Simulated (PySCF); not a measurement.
Job file and geometry (Å, from GFN2-xTB) of an NMR shielding run on `C=C=CCBF`, C₄H₆BF, PySCF 2.14.0, density-fitted response routines, GIAO PBE0/pcSseg-1 NMR shielding, non-relativistic, gas phase; density fitting, a coarse starting grid and PySCF grid level 2 are the driver's defaults:

```
$ OMP_NUM_THREADS=1 python probes_run.py task.json out

{"job": {"kind": "nmr", "xc": "PBE0", "basis": "pcSseg-1"}, "charge": 0, "multiplicity": 1}
C     -2.581392     0.146338     0.587903
C     -1.431915     0.068128    -0.002796
C     -0.275020    -0.021955    -0.581213
C      0.963225    -0.557392     0.085507
B      2.177655     0.449778     0.155149
F      3.194132     0.144685     0.934762
H     -2.877936     1.023654     1.141346
H     -3.300259    -0.656912     0.543471
H     -0.155003     0.313354    -1.603295
H      1.304619    -1.435316    -0.478124
H      0.712538    -0.927144     1.083088
H      2.270556     1.452096    -0.450528
```

**Question.** Write the output of this run.

**Answer.** 
```
coarse grid: 10240 points
cycle   1  E = -280.2684794001  dE =  6.571e-01  |g| = 5.050e-01  |ddm| = 3.232e+00
cycle   2  E = -280.2449317748  dE =  2.355e-02  |g| = 6.755e-01  |ddm| = 8.600e-01
cycle   3  E = -280.3191763802  dE = -7.424e-02  |g| = 8.165e-02  |ddm| = 5.031e-01
cycle   4  E = -280.3204232592  dE = -1.247e-03  |g| = 2.206e-02  |ddm| = 7.381e-02
cycle   5  E = -280.3205194117  dE = -9.615e-05  |g| = 8.101e-03  |ddm| = 2.284e-02
cycle   6  E = -280.3205347866  dE = -1.537e-05  |g| = 2.696e-03  |ddm| = 8.238e-03
cycle   7  E = -280.3205366772  dE = -1.891e-06  |g| = 4.960e-04  |ddm| = 2.519e-03
final grid: 99880 points
cycle   8  E = -280.3608285661  dE = -4.040e-05  |g| = 5.868e-03  |ddm| = 2.734e-02
cycle   9  E = -280.3608291140  dE = -5.479e-07  |g| = 5.775e-03  |ddm| = 1.025e-02
cycle  10  E = -280.3608374604  dE = -8.346e-06  |g| = 4.286e-04  |ddm| = 4.949e-03
cycle  11  E = -280.3608374966  dE = -3.617e-08  |g| = 1.974e-04  |ddm| = 4.580e-04
cycle  12  E = -280.3608375055  dE = -8.894e-09  |g| = 7.345e-05  |ddm| = 1.960e-04
cycle  13  E = -280.3608375069  dE = -1.403e-09  |g| = 1.589e-05  |ddm| = 6.701e-05
cycle  14  E = -280.3608375070  dE = -5.195e-11  |g| = 4.503e-06  |ddm| = 1.739e-05
converged SCF energy = -280.3608375070

GIAO shielding tensors (ppm)
atom      isotropic    diamagn.    paramagn.     s11        s22        s33       span
  0 C      108.591     260.840    -152.248     22.581    132.159    171.034    148.453
  1 C      -34.420     263.402    -297.822    -70.017    -42.579      9.334     79.351
  2 C       95.701     259.662    -163.961     10.575    114.394    162.135    151.560
  3 C      158.253     253.733     -95.480    147.537    155.314    171.908     24.370
  4 B       43.314     190.414    -147.100    -18.895     63.748     85.090    103.986
  5 F      171.160     463.587    -292.427    -21.443     49.906    485.017    506.460
  6 H       26.816      30.350      -3.534     24.810     25.471     30.167      5.357
  7 H       26.789      29.271      -2.482     24.810     25.424     30.134      5.323
  8 H       26.157      31.154      -4.997     23.690     27.015     27.766      4.076
  9 H       29.874      30.290      -0.417     25.182     29.216     35.223     10.041
 10 H       29.798      32.073      -2.275     25.774     30.438     33.183      7.410
 11 H       26.171      28.997      -2.826     24.590     24.988     28.935      4.346
```

Size and cost of the density-fitted run: 132 basis functions, 21 s wall time on 1 thread of an Arm Neoverse V1, shared host; peak memory 0.6 GiB.
